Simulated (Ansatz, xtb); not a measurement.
# A geometry optimisation of C2H5BN− with r2SCAN-D4/def2-SVPD

The starting geometry of this gas-phase singlet was built from a drawn formula by distance geometry and a force field; its bonds are those of `B[C@@H]1C[N-]1`.

```xyz
9

C     0.1170    2.8401   -1.8075
C    -0.9900    2.1745   -1.1321
B     1.3761    3.1954   -0.9411
N    -0.0154    1.4005   -1.9597
H     1.6355    4.3478   -0.7448
H     2.0783    2.3689   -0.5309
H    -0.1384    3.3915   -2.7772
H    -0.8669    1.9517   -0.0077
H    -2.0229    2.2072   -1.5667
```

Task: Predict what it relaxes into with r2SCAN-D4/def2-SVPD.

Result: It rearranges to `[BH2-]1[C@@H]2CN12`. Contacts that close: B3–N4 (2.49 → 1.56 Å).

The energy falls by 2.33 eV over 19 steps:

| step | E − E(last) (eV) |
| --- | --- |
| 1 | 2.332 |
| 3 | 1.461 |
| 5 | 1.363 |
| 7 | 1.352 |
| 9 | 1.335 |
| 11 | 1.238 |
| 13 | 0.397 |
| 15 | 0.014 |
| 17 | 0.000 |
| 19 | 0.000 |

Final geometry (Å):

```xyz
9

C    -0.1977    3.3271   -1.5818
C    -0.8223    2.0467   -1.1739
B     1.2574    2.9746   -1.0667
N     0.4151    1.9953   -1.9442
H     2.2428    3.4607   -1.6259
H     1.3942    2.7016    0.1366
H    -0.6104    3.9302   -2.4052
H    -0.7895    1.7664   -0.1022
H    -1.7163    1.6750   -1.7046
```

From the same start GFN2-xTB reaches the same bonding as this run.

The end wasn't checked by frequencies. Run with Ansatz 0.2.0, 40 s on 2 threads of Intel(R) Xeon(R) Platinum 8259CL CPU @ 2.50GHz (Skylake/Cascade Lake), with other jobs on the host.
